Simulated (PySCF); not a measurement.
CH₄BF₂N (SMILES CNB(F)F), singlet, geometry from GFN2-xTB, atoms displaced at random by about 0.03 Å a coordinate; TPSS/STO-3G, gradient (PySCF).

Input for PySCF:
```python
from pyscf import gto, scf, dft

mol = gto.M(
    atom='''
B     0.205466    0.368028    0.358077
F     1.293585    0.850042    0.980645
F    -0.795405    1.243417    0.158459
N     0.232786   -0.878411   -0.286368
C    -0.773318   -1.464907   -0.987692
H     1.044935   -1.414163   -0.106346
H    -1.186932   -2.396777   -0.534118
H    -0.410398   -1.740761   -2.045296
H    -1.671415   -0.820135   -1.145820
''',
    basis='sto-3g',
    charge=0,
    spin=0,
    verbose=4,
)

mf = dft.RKS(mol)
mf.xc = 'tpss'
mf.kernel()
g = mf.nuc_grad_method()
grad = g.kernel()
```

What the program printed (banner, timings and long lists left out):

```
PySCF version 2.14.0

[INPUT] verbose = 4
[INPUT] num. atoms = 9
[INPUT] num. electrons = 40
[INPUT] charge = 0
[INPUT] spin (= nelec alpha-beta = 2S) = 0
[INPUT] symmetry False subgroup None
[INPUT] Mole.unit = angstrom
[INPUT] Symbol           X                Y                Z      unit          X                Y                Z       unit  Magmom
[...]
nuclear repulsion = 171.178105894637
number of shells = 19
number of NR pGTOs = 87
number of NR cGTOs = 29
basis = sto-3g
ecp = {}

******** <class 'pyscf.dft.rks.RKS'> ********
method = RKS
initial guess = minao
damping factor = 0
level_shift factor = 0
DIIS = <class 'pyscf.scf.diis.CDIIS'>
diis_start_cycle = 1
diis_space = 8
diis_damp = 0
SCF conv_tol = 1e-09
SCF conv_tol_grad = None
SCF max_cycles = 50
direct_scf = True
direct_scf_tol = 1e-13
XC library pyscf.dft.libxc version 7.1.2
    S. Lehtola, C. Steigemann, M. J. T. Oliveira, and M. A. L. Marques,  SoftwareX 7, 1–5 (2018)
XC functionals = tpss
    J. Tao, J. P. Perdew, V. N. Staroverov, and G. E. Scuseria,  Phys. Rev. Lett. 91, 146401 (2003)
    J. P. Perdew, J. Tao, V. N. Staroverov, and G. E. Scuseria,  J. Chem. Phys. 120, 6898 (2004)
    J. Tao, J. P. Perdew, V. N. Staroverov, and G. E. Scuseria,  Phys. Rev. Lett. 91, 146401 (2003)
    J. P. Perdew, J. Tao, V. N. Staroverov, and G. E. Scuseria,  J. Chem. Phys. 120, 6898 (2004)
radial grids:
    Treutler-Ahlrichs [JCP 102, 346 (1995); DOI:10.1063/1.469408] (M4) radial grids

becke partition: Becke, JCP 88, 2547 (1988); DOI:10.1063/1.454033
pruning grids: <function nwchem_prune>
grids dens level: 3
symmetrized grids: False
atomic radii adjust function: <function treutler_atomic_radii_adjust>
small_rho_cutoff = 0
Set gradient conv threshold to 3.16228e-05
Initial guess from minao.
tot grids = 109824
init E= -316.099302374733
[...]
cycle= 1 E= -315.489485101056  delta_E= 0.61  |g|= 0.55  |ddm|= 3.79
[...]
cycle= 2 E= -315.417416331013  delta_E= 0.0721  |g|= 0.764  |ddm|= 1.69
[...]
cycle= 3 E= -315.594371869709  delta_E= -0.177  |g|= 0.106  |ddm|= 0.978
[...]
cycle= 4 E= -315.597450527787  delta_E= -0.00308  |g|= 0.0264  |ddm|= 0.177
[...]
cycle= 5 E= -315.597705192398  delta_E= -0.000255  |g|= 0.00258  |ddm|= 0.0466
[...]
cycle= 6 E= -315.597707889221  delta_E= -2.7e-06  |g|= 0.000367  |ddm|= 0.00461
[...]
cycle= 7 E= -315.59770792294  delta_E= -3.37e-08  |g|= 0.000183  |ddm|= 0.00063
[...]
cycle= 8 E= -315.597707933654  delta_E= -1.07e-08  |g|= 4.76e-05  |ddm|= 0.000299
[...]
cycle= 9 E= -315.597707934406  delta_E= -7.51e-10  |g|= 9.3e-06  |ddm|= 7.47e-05
[...]
Extra cycle  E= -315.59770793439  delta_E= 1.59e-11  |g|= 1.17e-05  |ddm|= 2.84e-05
converged SCF energy = -315.59770793439

******** <class 'pyscf.grad.rks.Gradients'> for <class 'pyscf.dft.rks.RKS'> ********
unit = Eh/Bohr
grid_response = False
--------------- RKS gradients ---------------
         x                y                z
0 B    -0.0023861899    -0.0460968509     0.0026317478
1 F    -0.0050545449     0.0062515649    -0.0081160864
2 F     0.0085008365     0.0040364880    -0.0031454243
3 N    -0.0322991414    -0.0652797311    -0.0540958280
4 C     0.0783068418     0.0622160934     0.0922191579
5 H    -0.0463170787     0.0407539594    -0.0046281109
6 H    -0.0030147627     0.0040871011    -0.0008501907
7 H     0.0120617606    -0.0000920737    -0.0186486715
8 H    -0.0104332970    -0.0061345265    -0.0055091471
----------------------------------------------
```
